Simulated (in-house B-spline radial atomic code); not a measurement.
Whole-atom quantities along the 24-electron series, configuration 1s2 2s2 2p6 3s2 3p6 3d3/2(4) 3d5/2(2). Breit and QED terms are first order and not part of the total energy; the density at the nucleus is averaged over the nuclear charge. Computed with an all-electron radial atomic-structure program (B-spline basis): Dirac-Hartree-Fock, jj configuration that fills j = l - 1/2 first, finite nuclei.

```tsv
ion	Z	E/Z² (Eh)	Σ<r²> (bohr²)	n(0)/Z³ (bohr⁻³)	Lamb diamagnetic shielding (ppm)	repulsion over attraction	Breit energy (eV)	self-energy (eV)	vacuum polarisation (eV)
Te28+	52	-2.3364	1.4798	1.5486	4879.98	0.088981	131.29	104.16	-13.706
I29+	53	-2.3481	1.406	1.595	4996.44	0.087382	139.86	111.44	-14.884
Xe30+	54	?	?	?	?	?	?	?	?
Cs31+	55	-2.3709	1.2736	1.6917	5231.98	0.084326	158.15	127.14	-17.49
Ba32+	56	-2.3821	1.2141	1.7429	5351.11	0.082865	167.89	135.6	-18.928
La33+	57	-2.393	1.1586	1.7975	5471.2	0.081445	178.05	144.47	-20.463
Ce34+	58	-2.4039	1.1067	1.8543	5592.27	0.080065	188.62	153.79	-22.101
Pr35+	59	?	?	?	?	?	?	?	?
Nd36+	60	?	?	?	?	?	?	?	?
Pm37+	61	-2.4356	0.96983	2.0393	5961.78	0.076149	222.97	184.53	-27.69
Sm38+	62	-2.4459	0.92961	2.0976	6087.14	0.074913	235.33	195.77	-29.796
Eu39+	63	-2.4562	0.89175	2.1675	6213.7	0.073709	248.18	207.54	-32.043
```

Fill in the row of Xe30+.

E/Z² (Eh): -2.3596; Σ<r²> (bohr²): 1.3374; n(0)/Z³ (bohr⁻³): 1.6417; Lamb diamagnetic shielding (ppm): 5113.76; repulsion over attraction: 0.085831; Breit energy (eV): 148.81; self-energy (eV): 119.09; vacuum polarisation (eV): -16.144.

Fill in the row of Pr35+.

E/Z² (Eh): -2.4146; Σ<r²> (bohr²): 1.0582; n(0)/Z³ (bohr⁻³): 1.9144; Lamb diamagnetic shielding (ppm): 5714.37; repulsion over attraction: 0.078724; Breit energy (eV): 199.62; self-energy (eV): 163.55; vacuum polarisation (eV): -23.847.

Fill in the row of Nd36+.

E/Z² (Eh): -2.4251; Σ<r²> (bohr²): 1.0126; n(0)/Z³ (bohr⁻³): 1.9768; Lamb diamagnetic shielding (ppm): 5837.53; repulsion over attraction: 0.077419; Breit energy (eV): 211.07; self-energy (eV): 173.8; vacuum polarisation (eV): -25.709.

With what power of Z does the column «self-energy (eV)» change over this range?

A fit of the logarithm of its size against log Z from Z = 52 to 63 has slope 3.59. One-loop self-energy scales as Z⁴F(Zα), with F falling from low Z to about Z = 90.
